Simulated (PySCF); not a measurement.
BH5N, SMILES B[NH3+], charge +1.

Geometry: PBE0-D3(BJ)/def2-TZVP. The isomer is the one that the SMILES or the coordinates give; other isomers of the formula were not compared.

Level of theory: r2SCAN/def2-TZVPD run with PySCF.

The molecule is in vacuum.

### Question
Estimate the frontier levels, gap, dipole moment and polarisability. (Estimate from the structure and the level; the computed values follow.)

### Answer

* **highest occupied level**: -15.04 eV
* **lowest empty level**: -8.48 eV
* **orbital gap**: 6.56 eV
* **dipole moment about the centre of nuclear charge**: 2.25 D
* **mean static polarisability**: 20.2 bohr³ (2.99 Å³)
* **polarisability, principal values**: 17.6, 20.4, 22.6 bohr³
